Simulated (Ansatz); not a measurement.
Geometry optimisation, Ansatz 0.2.0, DFT PBE-D3(BJ), scalar-relativistic, plane waves, PAW.

Input file:

```yaml
crystal:
  lattice:
    - [7.741753, 0.0, 0.0]
    - [0.0, 7.741753, 0.0]
    - [0.0, 0.0, 7.741753]
  atoms:
    - { symbol: O, position: [0.9630479, 0.3423674, 0.8674594] }
    - { symbol: C, position: [1.0244858, 0.4769854, 0.8809531] }
    - { symbol: O, position: [0.4930099, 0.9413335, 1.0554588] }
    - { symbol: C, position: [0.4920963, 0.902785, 0.9119601] }
    - { symbol: O, position: [0.7382784, 0.5844663, 0.6731078] }
    - { symbol: C, position: [0.7376047, 0.7317059, 0.6531389] }
    - { symbol: O, position: [0.4520943, 0.5353568, 0.0102878] }
    - { symbol: C, position: [0.5639892, 0.5190237, 0.1066802] }
    - { symbol: O, position: [0.2472675, 0.9189828, 0.5090797] }
    - { symbol: C, position: [0.1358429, 0.8823812, 0.417846] }
    - { symbol: O, position: [0.950084, 0.2096756, 0.223904] }
    - { symbol: C, position: [0.8839258, 0.1380863, 0.1117578] }
    - { symbol: O, position: [0.7681899, 1.0046692, 0.4205828] }
    - { symbol: C, position: [0.6334412, 0.9839268, 0.3614959] }
    - { symbol: O, position: [0.3840536, 0.2680939, 0.6388942] }
    - { symbol: C, position: [0.3527138, 0.4069579, 0.5963111] }
    - { symbol: O, position: [0.3743868, 0.2498962, 0.1431683] }
    - { symbol: C, position: [0.2996806, 0.3179554, 0.2520979] }
    - { symbol: O, position: [0.933175, 0.6345737, 0.2246645] }
    - { symbol: C, position: [0.9698507, 0.7112781, 0.1028037] }
basis:
  ecutwfc: 420.0
kpoints:
  mp_grid: { grid: [1, 1, 1] }
hamiltonian:
  xc: pbe
  dispersion: d3bj
scf:
  occupations: { method: fermi_dirac, width: 0.05 }
  lower_state_search: "off"
relax:
  f_tol: 0.3
  max_steps: 15
  adjacent_minimum: "off"
```

Run as:

```bash
$ ansatz run input.yaml --threads 1 --pin off --max-ram 3072MiB --backend cpu --events-out ev --progress --plain --runs-dir out
```

Question: Where does it end, and by what steps?

Answer: The forces met the threshold. The threshold is loose, so the end isn't yet a minimum. The force dipped under the threshold on the way, but the program's further checks kept it going. Limits of this set-up: coarse k mesh. After 13 steps the energy has fallen by 1.550 eV; O13 moved furthest, 1.15 Å.

| step | energy less start (eV) | largest force component (eV/Å) | accepted |
| --- | --- | --- | --- |
| 0 | 0.0000 | 2.052 | yes |
| 1 | -0.6216 | 1.510 | yes |
| 2 | -0.8423 | 1.353 | yes |
| 3 | -0.9962 | 2.280 | yes |
| 4 | -1.1484 | 1.232 | yes |
| 5 | -1.2496 | 1.394 | yes |
| 6 | -1.3433 | 0.807 | yes |
| 7 | -1.2804 | 3.992 | no |
| 8 | -1.3878 | 0.546 | yes |
| 9 | -1.4138 | 1.131 | yes |
| 10 | -1.4658 | 0.563 | yes |
| 11 | -1.4899 | 1.599 | yes |
| 12 | -1.5502 | 0.286 | yes |
| 13 | -1.5502 | 0.286 | yes |

```xyz
20
Lattice="7.7418 0.0000 0.0000 0.0000 7.7418 0.0000 0.0000 0.0000 7.7418" Properties=species:S:1:pos:R:3
O 7.555 2.120 5.842
C 8.119 2.998 6.289
O 3.156 6.948 7.615
C 3.713 6.757 6.645
O 6.024 4.778 4.593
C 6.466 5.556 5.294
O 4.536 4.040 0.338
C 4.725 4.068 1.460
O 1.491 7.579 4.725
C 0.789 7.276 3.885
O 6.757 1.428 1.134
C 6.221 0.547 0.655
O 5.202 8.343 3.927
C 4.437 7.747 3.336
O 3.512 2.951 5.148
C 2.975 3.782 4.588
O 2.182 1.869 0.883
C 2.057 1.896 2.011
O 7.933 4.690 1.547
C 8.125 5.674 1.012
```

Time of the run: 43 s on 1 thread of Intel(R) Xeon(R) Processor @ 2.70GHz, on a shared host, peak memory 0.46 GiB.
